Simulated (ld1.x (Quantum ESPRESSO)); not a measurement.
# LDA (PZ) ultrasoft dataset for Sn (Z = 50), scalar-relativistic all-electron reference.

```
Element                 : tin (Sn)
Generator               : ld1.x (Quantum ESPRESSO) 7.5
Type                    : ultrasoft
Functional              : LDA (PZ)
Relativity              : scalar-relativistic
Frozen core             : [Kr] 4d10
Valence charge          : 4
Reference configuration : 5s2 5p2
Partial waves           : 5s (bound): rcut 1.65, rcutus 2.10 bohr; 5s channel at 0.8 Ry: rcut 1.65, rcutus 2.10 bohr; 5p (bound): rcut 1.85, rcutus 2.40 bohr; 5p channel at 0.8 Ry: rcut 1.85, rcutus 2.40 bohr
Local potential         : all-electron potential smoothed inside 2.10 bohr (lloc = -1)
Core correction         : none
Augmentation charge     : built from norm-conserving waves at rcut, not smoothed further
```

All-electron outer shells of the reference configuration (LDA (PZ), scalar-relativistic, ld1.x):

```
shell  level (eV)  outermost node (bohr)  outermost maximum (bohr)
   4p      -89.56                   0.41                      0.79
   4d      -25.90                   0.39                      0.88
   5s      -10.81                   0.98                      2.01
   5p       -3.87                   1.09                      2.55
```

Task: Estimate the cutoffs (Ry, on a coarse ladder) from which the occupation-weighted sum of valence levels, in a spherical-Bessel basis at the reference potential, stays within 10 and 1 mRy of its value at 400 Ry.

Result: 8 Ry and 10 Ry.

Task: What does a ghost test show?

Result: No extra level below or beside the all-electron valence levels (s, p, d, f tested).

Task: Is the overlap operator S = 1 + Σ q|β⟩⟨β| positive definite (Bessel basis up to 400 Ry)?

Result: Yes: its lowest eigenvalue is 0.34 (s channel).

Task: Which valence shell sets the plane-wave cutoff?

Result: 5s: its level needs 10 Ry to come within 1 mRy, against 6 Ry for 5p.

Task: Tests: 5s2 5p1; 5s2 5p0; 5s1 5p0; 5s1 5p2; 5s2 5p2.3; 5s0 5p4; 5s2 5p1.5. Which has the largest error in its energy relative to the reference configuration, and how large is it?

Result: 5s1 5p0, with +273 meV (all-electron minus pseudo) on +52.81 eV.
